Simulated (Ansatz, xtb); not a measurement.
**C6H6Si: which of two isomers lies lower**

Structure I: `C#CC1=C[SiH2]C=C1`, a singlet. Structure II: `C#CC1=CC=C[SiH2]1`, a singlet. Both are isolated molecules in the gas phase, relaxed with r2SCAN-D4/def2-SVP.

Estimate which is lower in electronic energy at CCSD(T)/def2-SVP + ΔMP2/def2-TZVPP, and by roughly how much.

Too close to call at this level: CCSD(T)/def2-SVP + ΔMP2/def2-TZVPP gives E(II) − E(I) = −0.040 eV.

How the difference moves with the method:

```csv
level,geometry,E(II) − E(I) (eV),departure from the last row (eV),"job, with rough time for the two"
GFN2-xTB,GFN2-xTB,−0.089,−0.049,"optimisation, 0.14 s"
HF/STO-3G,GFN2-xTB,−0.055,−0.015,"single point, 0.28 s"
r2SCAN-D4/def2-SVP//GFN2-xTB,GFN2-xTB,−0.123,−0.083,"single point, 2.5 s"
r2SCAN-D4/def2-SVP,r2SCAN-D4/def2-SVP,−0.125,−0.084,"optimisation, 23 s"
HF/def2-SVP,r2SCAN-D4/def2-SVP,−0.048,−0.007,part of the CCSD(T) run
MP2/def2-SVP,r2SCAN-D4/def2-SVP,−0.055,−0.015,part of the CCSD(T) run
CCSD(T)/def2-SVP,r2SCAN-D4/def2-SVP,−0.044,−0.003,single point
CCSD(T)/def2-SVP + ΔMP2/def2-TZVPP,r2SCAN-D4/def2-SVP,−0.040,,"single point, 40 s"
```

As drawn, both hold the same kinds of bond in the same numbers.

The largest departure from CCSD(T)/def2-SVP + ΔMP2/def2-TZVPP is that of r2SCAN-D4/def2-SVP, 0.084 eV. The last row adds to CCSD(T) the change of the MP2 difference between the two basis sets, here +0.003 eV.

With thermal terms from frequencies at re-optimised GFN2-xTB minima (ideal gas, soft modes damped towards free rotors, one conformer each, 298.15 K, 1 atm): the zero-point term adds 0.000 eV; ΔH is −0.039 and ΔG −0.041 eV.

The correlated steps freeze 11 core orbitals. Programs: Ansatz 0.2.0, xtb 6.7.1; the last row on 4 threads of Arm Neoverse V2 on a shared host.
